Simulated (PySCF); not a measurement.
PySCF job for BBr2, SMILES Br[B]Br, multiplicity 2, TDA-LC-ωPBE/def2-SVPD. The structure is a stationary point at B3LYP-D3(BJ)/def2-TZVP. The isomer is the one that the SMILES or the coordinates give; other isomers of the formula were not compared.

```python
import numpy as np
from pyscf import gto, scf, dft, tdscf

mol = gto.M(
    atom='''
    Br    0.00000000   -1.68713650    0.05662316
    B     0.00000000   -0.00000000   -0.79272427
    Br    0.00000000    1.68713650    0.05662316
    ''',
    basis='def2-SVPD',
    charge=0,
    spin=1,
    max_memory=1600,
    verbose=4,
)
mf = dft.UKS(mol, xc='lc_wpbe').density_fit(auxbasis='def2-universal-jkfit')
mf.grids.level = 3
mf.conv_tol = 1e-9
mf.max_cycle = 100
mf.kernel()
fine, coarse = mf.grids, dft.Grids(mol).set(level=1).build(with_non0tab=True)
for _ in range(3):  # follow internal instabilities
    mf.grids = coarse
    mo, _, stable, _ = mf.stability(return_status=True, nroots=4)
    mf.grids = fine
    if stable:
        break
    mf.kernel(mf.make_rdm1(mo, mf.mo_occ))
mf.grids = dft.Grids(mol).set(level=1).build(with_non0tab=True)  # coarser grid for the response kernel
td = tdscf.TDA(mf)
td.nstates = 10
td.conv_tol = 1e-4
td.kernel(x0=td.get_init_guess(mf, 15))
td.analyze()
```

It prints:

```
PySCF version 2.14.0

[INPUT] verbose = 4
[INPUT] num. atoms = 3
[INPUT] num. electrons = 75
[INPUT] charge = 0
[INPUT] spin (= nelec alpha-beta = 2S) = 1
[INPUT] symmetry False subgroup None
[INPUT] Mole.unit = angstrom
[INPUT] Symbol           X                Y                Z      unit          X                Y                Z       unit  Magmom
[INPUT]  1 Br     0.000000000000  -1.687136500000   0.056623160000 AA    0.000000000000  -3.188225919757   0.107002264707 Bohr   0.0
[INPUT]  2 B      0.000000000000   0.000000000000  -0.792724270000 AA    0.000000000000   0.000000000000  -1.498031762596 Bohr   0.0
[INPUT]  3 Br     0.000000000000   1.687136500000   0.056623160000 AA    0.000000000000   3.188225919757   0.107002264707 Bohr   0.0

nuclear repulsion = 290.167643030125
number of shells = 38
number of NR pGTOs = 196
number of NR cGTOs = 102
basis = def2-SVPD
ecp = {}


******** <class 'pyscf.df.df_jk.DFUKS'> ********
method = DFUKS
initial guess = minao
damping factor = 0
level_shift factor = 0
DIIS = <class 'pyscf.scf.diis.CDIIS'>
diis_start_cycle = 1
diis_space = 8
diis_damp = 0
SCF conv_tol = 1e-09
SCF conv_tol_grad = None
SCF max_cycles = 100
direct_scf = False
number electrons alpha = 38  beta = 37
XC library pyscf.dft.libxc version 7.1.2
    S. Lehtola, C. Steigemann, M. J. T. Oliveira, and M. A. L. Marques,  SoftwareX 7, 1–5 (2018)
XC functionals = lc_wpbe
    O. A. Vydrov and G. E. Scuseria,  J. Chem. Phys. 125, 234109 (2006)
radial grids:
    Treutler-Ahlrichs [JCP 102, 346 (1995); DOI:10.1063/1.469408] (M4) radial grids

becke partition: Becke, JCP 88, 2547 (1988); DOI:10.1063/1.454033
pruning grids: <function nwchem_prune>
grids dens level: 3
symmetrized grids: False
atomic radii adjust function: <function treutler_atomic_radii_adjust>
small_rho_cutoff = 0
Set gradient conv threshold to 3.16228e-05
tot grids = 54896
Create RSH-DF object <pyscf.df.df.DF object> for omega=0.4
******** <class 'pyscf.df.df.DF'> ********
auxbasis = auxmol.basis = def2-universal-jkfit
init E= -5169.94433045769
  alpha nocc = 38  HOMO = -0.140078760309785  LUMO = -0.0262020520290394
  beta  nocc = 37  HOMO = -0.391826327484844  LUMO = -0.140078760309783

WARN: HOMO -0.140078760309785 >= LUMO -0.140078760309783

cycle= 1 E= -5171.71521304895  delta_E= -1.77  |g|= 0.281  |ddm|= 1.66
  alpha nocc = 38  HOMO = -0.369998359471012  LUMO = -0.0534395150653464
  beta  nocc = 37  HOMO = -0.430219313873133  LUMO = -0.0831968089137849
  HOMO = -0.369998359471  LUMO = -0.0831968089138  gap/eV = 7.80427
cycle= 2 E= -5171.74637145306  delta_E= -0.0312  |g|= 0.214  |ddm|= 0.639
  alpha nocc = 38  HOMO = -0.323274285182117  LUMO = 0.0166704673951088
  beta  nocc = 37  HOMO = -0.424402403665747  LUMO = -0.0140165808566333
  HOMO = -0.323274285182  LUMO = -0.0140165808566  gap/eV = 8.41533
cycle= 3 E= -5171.77568680942  delta_E= -0.0293  |g|= 0.0407  |ddm|= 0.28
  alpha nocc = 38  HOMO = -0.330204013640961  LUMO = 0.0172768969903503
  beta  nocc = 37  HOMO = -0.420640094618406  LUMO = -0.00907889039794529
  HOMO = -0.330204013641  LUMO = -0.00907889039795  gap/eV = 8.73826
cycle= 4 E= -5171.77756629105  delta_E= -0.00188  |g|= 0.0214  |ddm|=  0.1
  alpha nocc = 38  HOMO = -0.333860878263041  LUMO = 0.0210645701003407
  beta  nocc = 37  HOMO = -0.420884066210248  LUMO = -0.00152301663078092
  HOMO = -0.333860878263  LUMO = -0.00152301663078  gap/eV = 9.04337
cycle= 5 E= -5171.77844212163  delta_E= -0.000876  |g|= 0.00604  |ddm|= 0.0954
  alpha nocc = 38  HOMO = -0.334919691697346  LUMO = 0.0202243946150116
  beta  nocc = 37  HOMO = -0.421355992041628  LUMO = -0.00193925490085478
  HOMO = -0.334919691697  LUMO = -0.00193925490085  gap/eV = 9.06086
cycle= 6 E= -5171.77856939243  delta_E= -0.000127  |g|= 0.00216  |ddm|= 0.0366
  alpha nocc = 38  HOMO = -0.334838174828652  LUMO = 0.0208052987989569
  beta  nocc = 37  HOMO = -0.421471604611357  LUMO = -0.00140774242397868
  HOMO = -0.334838174829  LUMO = -0.00140774242398  gap/eV = 9.07310
cycle= 7 E= -5171.77858558415  delta_E= -1.62e-05  |g|= 0.000479  |ddm|= 0.0142
  alpha nocc = 38  HOMO = -0.33484751303865  LUMO = 0.020898917699105
  beta  nocc = 37  HOMO = -0.421450062360338  LUMO = -0.0013581474479194
  HOMO = -0.334847513039  LUMO = -0.00135814744792  gap/eV = 9.07471
cycle= 8 E= -5171.77858618966  delta_E= -6.06e-07  |g|= 0.000149  |ddm|= 0.00203
  alpha nocc = 38  HOMO = -0.334846345149181  LUMO = 0.0209018273357824
  beta  nocc = 37  HOMO = -0.421462585034005  LUMO = -0.00139625890661721
  HOMO = -0.334846345149  LUMO = -0.00139625890662  gap/eV = 9.07364
cycle= 9 E= -5171.77858623999  delta_E= -5.03e-08  |g|= 5.58e-05  |ddm|= 0.000462
  alpha nocc = 38  HOMO = -0.334838556436082  LUMO = 0.020917593682499
  beta  nocc = 37  HOMO = -0.421463548704992  LUMO = -0.00139070772820205
  HOMO = -0.334838556436  LUMO = -0.0013907077282  gap/eV = 9.07358
cycle= 10 E= -5171.77858624842  delta_E= -8.44e-09  |g|= 2.11e-05  |ddm|= 0.0002
  alpha nocc = 38  HOMO = -0.334840307062467  LUMO = 0.0209243053018837
  beta  nocc = 37  HOMO = -0.421460974575524  LUMO = -0.00139010609057522
  HOMO = -0.334840307062  LUMO = -0.00139010609058  gap/eV = 9.07364
cycle= 11 E= -5171.77858624722  delta_E= 1.21e-09  |g|= 8.39e-06  |ddm|= 8.59e-05
  alpha nocc = 38  HOMO = -0.33484242022283  LUMO = 0.0209246312239246
  beta  nocc = 37  HOMO = -0.421462518994041  LUMO = -0.00139076278006556
  HOMO = -0.334842420223  LUMO = -0.00139076278007  gap/eV = 9.07368
cycle= 12 E= -5171.77858624741  delta_E= -1.98e-10  |g|= 3.97e-06  |ddm|= 2.68e-05
  alpha nocc = 38  HOMO = -0.334841176172379  LUMO = 0.0209263596320928
  beta  nocc = 37  HOMO = -0.421462266548077  LUMO = -0.00138963108099421
  HOMO = -0.334841176172  LUMO = -0.00138963108099  gap/eV = 9.07368
Extra cycle  E= -5171.77858624745  delta_E= -3.46e-11  |g|= 2.54e-06  |ddm|= 8.23e-06
converged SCF energy = -5171.77858624745  <S^2> = 0.75445324  2S+1 = 2.0044483
tot grids = 19848
uhf_internal: lowest eigs of H = [0.13670834 0.342919   0.37425388 0.37676571]
<class 'pyscf.df.df_jk.DFUKS'> wavefunction is stable in the internal stability analysis
tot grids = 19848


******** <class 'pyscf.tdscf.uks.TDA'> for <class 'pyscf.df.df_jk.DFUKS'> ********
nstates = 10
deg_eia_thresh = 1.000e-03
wfnsym = None
conv_tol = 0.0001
eigh lindep = 1e-12
eigh level_shift = 0
eigh max_cycle = 100


Excitation energies (eV)
[2.0039778  5.27964678 5.38079423 5.69889208 5.71343129 5.90536065
 5.95873075 6.13145444 6.41586272 6.54158487]

** Excitation energies and oscillator strengths **
Excited State   1:      2.00398 eV    618.69 nm  f=0.0039
      34a ->   39a      0.12856
      38a ->   39a      0.98116
Excited State   2:      5.27965 eV    234.83 nm  f=0.0000
      37a ->   39a     -0.97878
      37b ->   39b      0.14907
Excited State   3:      5.38079 eV    230.42 nm  f=0.0103
      36a ->   39a     -0.85335
      36b ->   39b      0.39118
      37b ->   38b      0.29252
Excited State   4:      5.69889 eV    217.56 nm  f=0.0021
      38a ->   40a      0.49436
      38a ->   42a     -0.58705
      38a ->   43a     -0.26032
      38a ->   47a     -0.48541
      38a ->   49a      0.20028
      38a ->   52a     -0.10095
      35b ->   38b     -0.11582
Excited State   5:      5.71343 eV    217.00 nm  f=0.0052
      36a ->   39a      0.18299
      36b ->   39b     -0.29832
      37b ->   38b      0.89568
      37b ->   40b     -0.11148
      37b ->   42b     -0.10308
      37b ->   43b      0.10096
Excited State   6:      5.90536 eV    209.95 nm  f=0.0000
      37a ->   39a     -0.15065
      37b ->   39b     -0.98049
Excited State   7:      5.95873 eV    208.07 nm  f=0.0000
      34b ->   52b     -0.11078
      36b ->   38b     -0.95484
      36b ->   40b      0.13285
      36b ->   42b      0.10399
      36b ->   43b     -0.10534
Excited State   8:      6.13145 eV    202.21 nm  f=0.0008
      35a ->   39a     -0.79905
      34b ->   39b      0.45608
      35b ->   38b      0.32674
Excited State   9:      6.41586 eV    193.25 nm  f=0.0138
      35a ->   39a     -0.11237
      38a ->   40a      0.55522
      38a ->   42a      0.70582
      38a ->   43a     -0.28796
      35b ->   38b     -0.21561
Excited State  10:      6.54158 eV    189.53 nm  f=0.0177
      36a ->   39a     -0.31666
      38a ->   41a     -0.40544
      38a ->   46a      0.10292
      38a ->   48a      0.30412
      38a ->   51a     -0.26300
      33b ->   38b     -0.12767
      36b ->   39b     -0.70224
      37b ->   38b     -0.10136

** Transition electric dipole moments (AU) **
state          X           Y           Z        Dip. S.      Osc.
  1        -0.2825      0.0000      0.0000      0.0798      0.0039
  2        -0.0000      0.0000     -0.0000      0.0000      0.0000
  3         0.0000      0.2794      0.0000      0.0780      0.0103
  4        -0.0000      0.0000      0.1236      0.0153      0.0021
  5         0.0000     -0.1929      0.0000      0.0372      0.0052
  6        -0.0000      0.0000      0.0000      0.0000      0.0000
  7        -0.0000     -0.0000      0.0000      0.0000      0.0000
  8        -0.0000     -0.0000      0.0730      0.0053      0.0008
  9         0.0000      0.0000     -0.2962      0.0877      0.0138
 10         0.0000      0.3321     -0.0000      0.1103      0.0177

** Transition velocity dipole moments (imaginary part, AU) **
state          X           Y           Z        Dip. S.      Osc.
  1         0.0311      0.0000      0.0000      0.0010      0.0088
  2        -0.0000     -0.0000     -0.0000      0.0000      0.0000
  3         0.0000      0.0207      0.0000      0.0004      0.0014
  4        -0.0000      0.0000      0.0762      0.0058      0.0185
  5         0.0000      0.0188      0.0000      0.0004      0.0011
  6        -0.0000      0.0000      0.0000      0.0000      0.0000
  7        -0.0000     -0.0000      0.0000      0.0000      0.0000
  8        -0.0000     -0.0000      0.0401      0.0016      0.0048
  9         0.0000      0.0000     -0.0807      0.0065      0.0184
 10         0.0000     -0.0149     -0.0000      0.0002      0.0006

** Transition magnetic dipole moments (imaginary part, AU) **
state          X           Y           Z
  1         0.0000     -0.9761      0.0000
  2         0.0000     -0.0000     -0.3095
  3        -0.0107      0.0000      0.0000
  4        -0.0000     -0.0000      0.0000
  5        -0.0423     -0.0000      0.0000
  6        -0.0000     -0.0000     -0.3778
  7         0.0000     -0.0000      0.2573
  8         0.0000     -0.0000      0.0000
  9        -0.0000      0.0000     -0.0000
 10         0.4703     -0.0000     -0.0000
```

The calculation finished and met its thresholds.

Cost: about 100 core-seconds (a rough figure).
